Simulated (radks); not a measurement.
Q: Radial electron density D(r) = 4 pi r^2 rho(r) of an atom or ion with 20 electrons. Method: scalar-relativistic Kohn-Sham, r2SCAN, spin-polarised, spherical densities, finite nucleus; meta-GGA in the generalised Kohn-Sham scheme; Fermi nuclear charge, rms radius of each element as measured or else 0.836 A^(1/3) + 0.57 fm; computed with a radial shooting solver on a logarithmic mesh with Libxc functionals.

r (bohr)  D(r) (e/bohr)  spin D(r)
0.004072          1.158   0.000569
0.005303          1.853   0.000908
0.00696           2.959    0.00145
0.009063          4.565    0.00222
0.0118            6.859    0.00330
0.01549           10.06    0.00477
0.02017           13.95    0.00644
0.02648           18.37    0.00805
0.03448           22.27    0.00883
0.04489           24.61    0.00790
0.05892           24.36    0.00445
0.07673           21.74  -0.000563
0.1007            18.79   -0.00372
0.1311            18.76   0.001000
0.1708            22.40     0.0170
0.2241            26.18     0.0410
0.2919            24.34     0.0669
0.3831            16.22      0.117
0.4988            8.674      0.232
0.6495            6.984      0.416
0.8526            8.782      0.569
1.11              8.205      0.560
1.457             4.828      0.487
1.897             1.996      0.497
2.471            0.8410      0.548
3.243            0.4910      0.463
4.223            0.2401      0.239
5.543           0.06070     0.0607
7.217          0.006991    0.00699
9.398         0.0002983   0.000298

What is the nuclear charge?

A: Z = 21. The innermost maximum, from 1s, lies near gamma/Z bohr with gamma = sqrt(1 - (Z/c)^2) = 0.988, here 0.0471 bohr (found: 0.0502), and its height grows with Z. The density is that of the scandium ion Sc+ in [Ar] 3d1 4s1; the configuration itself is not fixed sharply by these data, and Z only to about a unit. D(r) has 3 maxima, at r = 0.0502, 0.239, 0.938 bohr, and minima at 0.115, 0.609 bohr, inside which lie 2.14, 10.37 electrons.
